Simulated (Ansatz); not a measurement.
Calculated with Ansatz (gas phase, PBE0-D4/def2-TZVP geometries, no zero-point term in ΔE). CCSD(T)/CBS adds triple-zeta CCSD(T) − MP2 to the extrapolated MP2 energy (def2 sets, frozen cores). For Ge outer-core shells are correlated without core-valence functions, which leaves a few kJ/mol of doubt a bond. Scalar relativity is left out up to krypton. Each species was taken in one conformer, which may not be the lowest.

Reaction (ligand exchange at the Si–N bond): `F[SiH](Cl)[NH][GeH3]` + `[NH2][GeH2][Cl]` → `F[SiH](Cl)[NH][GeH2][Cl]` + `[NH2][GeH3]`

`F[SiH](Cl)[NH][GeH3]`:

Cartesian coordinates in Å:
```
F 0.603 2.366 0.773
Si 0.448 0.834 1.183
Cl -0.287 0.852 3.090
N -0.603 -0.026 0.184
Ge -0.183 -0.903 -1.389
H 1.799 0.251 1.143
H -1.589 0.022 0.399
H 1.348 -0.889 -1.481
H -0.810 -0.168 -2.585
H -0.725 -2.338 -1.316
```

`[NH2][GeH2][Cl]`:

Cartesian coordinates in Å:
```
N 0.746 0.771 0.530
Ge -0.121 -0.580 -0.323
Cl -2.260 -0.227 -0.505
H 0.478 0.908 1.494
H 0.725 1.660 0.051
H 0.022 -1.856 0.508
H 0.409 -0.676 -1.755
```

`F[SiH](Cl)[NH][GeH2][Cl]`:

Z-matrix (Å, degrees):
```
Si
Cl 1 2.038
N 1 1.695 2 108.8
F 1 1.591 2 106.1 3 120.9
H 1 1.472 2 111.2 3 -123.5
Ge 3 1.831 1 129.6 2 22.3
H 3 1.010 1 116.1 2 -152.3
Cl 6 2.155 3 109.4 1 -89.7
H 6 1.531 3 108.1 1 154.8
H 6 1.526 3 109.6 1 28.0
```

`[NH2][GeH3]`:

Z-matrix (Å, degrees):
```
Ge
N 1 1.843
H 1 1.536 2 106.9
H 1 1.548 2 114.5 3 -120.5
H 1 1.536 2 106.8 3 119.0
H 2 1.011 1 113.7 3 59.1
H 2 1.011 1 113.6 3 -176.9
```

```
             level  ΔE (kcal/mol)
   CCSD/def2-TZVPP            2.2
CCSD(T)/def2-TZVPP            2.1
```

Task: What does CCSD(T)/CBS give? (Estimate.)

Result: Ansatz gave: +2.1 kcal/mol. The listed levels differ from it by 0.1, 0.0 kcal/mol.

Largest T1 diagnostic among the species: 0.011.

The D4 term adds −1.2 kcal/mol with B3LYP and −0.7 kcal/mol with PBE0; it sums over pairs of atoms, weighted by their polarisabilities, and B3LYP, whose exchange is more repulsive, gets the larger term. In def2-TZVPP, CCSD(T) changes the Hartree–Fock value by −0.9 kcal/mol (the triples alone add −0.1 kcal/mol) and MP2 by −1.0 kcal/mol.

B3LYP here is the variant with VWN-RPA as its local correlation; programs differ in this.
